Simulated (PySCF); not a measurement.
**Electron correlation in Sn⁴⁺ (tin, charge +4)**

Starting occupation: [Kr] 4d10. Calculation: PySCF 2.14, in x2c-TZVPPall-2c with one added diffuse shell each of s, p, d, f type (9s10p6d3f, 90 functions); X2C-1e with screened-nucleus spin-orbit coupling, Gaussian nucleus. Frozen: [Ar] 3d10; 18 electrons correlated; the 6 highest virtual spinors left out.

MP2 pair energies summed by pair of shells (mhartree):

| pair | energy | share (%) |
| --- | --- | --- |
| 4d3/2-4d5/2 | -77.25 | 28.6 |
| 4d5/2-4d5/2 | -57.01 | 21.1 |
| 4d5/2-4p3/2 | -24.74 | 9.2 |
| 4d3/2-4d3/2 | -24.35 | 9.0 |
| 4d3/2-4p3/2 | -16.52 | 6.1 |
| 4d5/2-4p1/2 | -12.15 | 4.5 |
| 4p1/2-4p3/2 | -9.60 | 3.6 |
| 4d5/2-4s1/2 | -9.57 | 3.5 |
| 4p3/2-4p3/2 | -9.51 | 3.5 |
| 4d3/2-4p1/2 | -7.91 | 2.9 |
| 4p3/2-4s1/2 | -7.40 | 2.7 |
| 4d3/2-4s1/2 | -6.31 | 2.3 |
| 4p1/2-4s1/2 | -3.72 | 1.4 |
| 4p1/2-4p1/2 | -2.24 | 0.8 |
| 4s1/2-4s1/2 | -1.82 | 0.7 |

Total MP2 correlation energy: -270.10 mhartree.

The virtual space was cut to 110 spinors, which keep -270.08 of the -270.10 mhartree of MP2 correlation.

```tsv
level	correlation energy (mhartree)
CCSD	-263.77
```

Diagnostics: T1 = 0.0050, largest double amplitude 0.014.

Cost of the coupled-cluster step: 230 s of wall time on 4 threads of Intel(R) Xeon(R) Platinum 8259CL CPU @ 2.50GHz (shared host), for 18 occupied and 110 virtual spinors.

This basis was not built for core-valence correlation, so the inner-shell part is incomplete.
